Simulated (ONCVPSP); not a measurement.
**What one change does to a pseudopotential (dysprosium (Dy), ONCV)**

ONCVPSP 4.0.1 input, shortened (lines: element, Z, core and valence counts, functional; n l f; lmax; l rc ep ncon nbas qcut; lloc lpopt rc5 dvloc0; l nproj debl; icmod fcfact rcfact), PBE, scalar-relativistic:

```
  Dy 66.00   10    4        4      upf
    1    0    2.00
    2    0    2.00
    2    1    6.00
    3    0    2.00
    3    1    6.00
    3    2   10.00
    4    0    2.00
    4    1    6.00
    4    2   10.00
    4    3    9.00
    5    0    2.00
    5    1    6.00
    5    2    1.50
    6    0    1.50
    2
    0    2.15    0.00    3    7    7.40
    1    2.50    0.00    5    8    6.80
    2    2.85    0.00    4    9    5.00
    4    5    1.50   -1.00
    0    2    3.90
    1    1    0.80
    2    1    2.10
    3    1.50    1.20
```

All-electron outer shells of the reference configuration (PBE, scalar-relativistic, ld1.x):

```tsv
shell	level (eV)	outermost node (bohr)	outermost maximum (bohr)
5s	-52.10	0.63	1.14
5p	-27.83	0.67	1.31
4f	-8.47	–	0.53
6s	-4.04	1.55	3.31
5d	-1.92	0.76	1.94
```

Change: s: qcut 7.9; p: qcut 7.3; d: qcut 5.4.

Cutoffs: the cutoffs (Ha) at which the residual kinetic energy of the hardest occupied pseudo-wave falls to 1 and 0.1 mHa per electron; they do not see the model core or the augmentation charge, which bear on the density cutoff. Errors are all-electron minus pseudo energies relative to the spin-unpolarised reference configuration.

Question: What does the change do?

Answer: The potential gets harder (16 Ha and 19 Ha → 17 Ha and 21 Ha); the errors of the 4 common tests hardly move; the range in which the d phases agree narrows (upper end 3.8 → 1.2); neither file shows a bound ghost.

| quantity | base | changed |
| --- | --- | --- |
| cutoff, loose | 16 Ha | 17 Ha |
| cutoff, tight | 19 Ha | 21 Ha |
| loose cutoff by channel | s 16 Ha, p 10 Ha, d 8.0 Ha | s 17 Ha, p 13 Ha, d 8.4 Ha |
| bound ghosts | none | none |
| GHOST(+) flags under 300 eV | s at 104.0 eV, s at 116.5 eV | s at 120.9 eV |
| error for 5s2 5p6 5d1 6s2, meV [ΔE -1.02 eV] | +1.4 | +1.2 |
| error for 5s2 5p6 5d1 6s1, meV [ΔE 5.82 eV] | -1.9 | -2.0 |
| error for 5s2 5p6 5d1 6s0, meV [ΔE 18.25 eV] | +9.8 | +10 |
| error for 5s2 5p5 5d1 6s2, meV [ΔE 32.64 eV] | -221 | -217 |
| s: phases at 2.18 bohr within 0.05 rad from the reference energy up to (Ha; the scan ends near 5) | 3.8 | 4.1 |
| p: phases at 2.54 bohr within 0.05 rad from the reference energy up to (Ha; the scan ends near 5) | 0.1 | 0.1 |
| d: phases at 2.90 bohr within 0.05 rad from the reference energy up to (Ha; the scan ends near 5) | 3.8 | 1.2 |
| rms error of d²Exc/dni dnj with the model core, mHa | 3.30 | 3.36 |
